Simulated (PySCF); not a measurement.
Mayer bond orders and bond lengths

Species: C6H8F3OP.
Atom-mapped SMILES: `[CH2:1]=[C:2]([CH3:3])[P:4]([C:5]([CH3:6])=[O:7])[C:8]([F:9])([F:10])[F:11]` (hydrogens: H12, H13 on C1; H14, H15, H16 on C3; H17, H18, H19 on C6)

Structure used (GFN2-xTB), in Å, numbered top down from 1:
```xyz
19
C6H8F3OP angstrom
C      2.2397   -1.6421    0.2109
C      1.4302   -0.6006    0.0497
C      1.7894    0.6177   -0.7396
P     -0.2214   -0.7481    0.8276
C     -1.3077   -0.6318   -0.7109
C     -2.7026   -0.1466   -0.4738
O     -0.8795   -1.0312   -1.7574
C     -0.4621    1.0509    1.3897
F     -0.5785    1.9704    0.4142
F      0.5631    1.4385    2.1578
F     -1.5745    1.1617    2.1324
H      1.9498   -2.5003    0.7949
H      3.2183   -1.6732   -0.2399
H      1.8894    1.4859   -0.0881
H      1.0253    0.8368   -1.4845
H      2.7380    0.4603   -1.2474
H     -3.0721   -0.5166    0.4815
H     -2.7034    0.9428   -0.4378
H     -3.3512   -0.4651   -1.2870
```

Bond orders from the PBE0/pcSseg-1 density (PySCF). The structure is a single GFN2-xTB conformer in the gas phase; no vibrational or solvent corrections.

(1) Where do the orders between heavy atoms depart from those drawn in the SMILES?

(2) Set the Mayer orders of the bonds between heavy atoms beside their lengths.

Answers

(1) The largest departure is 0.143, at P4–C5 (drawn single, 0.857). Drawn single, order below 0.88: P4–C5 (0.857).

(2) 
```csv
bond,drawn as,length (Å),Mayer order
C1–C2,double,1.329,1.965
C2–C3,single,1.495,1.000
C2–P4,single,1.832,0.996
P4–C5,single,1.887,0.857
C5–C6,single,1.496,0.985
C5–O7,double,1.199,1.987
P4–C8,single,1.900,0.895
C8–F9,single,1.346,0.945
C8–F10,single,1.338,0.983
C8–F11,single,1.342,0.972
```

By pair of heavy elements: C–C: lowest C5–C6 (0.985, 1.496 Å), highest C1–C2 (1.965, 1.329 Å). C–P: lowest P4–C5 (0.857, 1.887 Å), highest C2–P4 (0.996, 1.832 Å); in 1 of the 3 pairs the longer bond (by over 0.003 Å) has the higher order (by 0.02 or more). C–F: lowest C8–F9 (0.945, 1.346 Å), highest C8–F10 (0.983, 1.338 Å).

Task: And the bonds to hydrogen?

Result: C–H: 0.93 to 0.96 (8 bonds).

Task: Sum the orders of all bonds at each heavy atom with more than one neighbour and set the sums beside the valence in the SMILES.

Result: C1 3.854 (drawn 4), C2 3.961 (drawn 4), C3 3.841 (drawn 4), P4 2.748 (drawn 3), C5 3.829 (drawn 4), C6 3.798 (drawn 4), C8 3.795 (drawn 4). Orders between atoms that aren't bonded are not in these sums.

For a closed shell the Mayer order of atoms A and B is Σ (PS)μν (PS)νμ over the basis functions μ on A and ν on B, with P the density and S the overlap matrix.
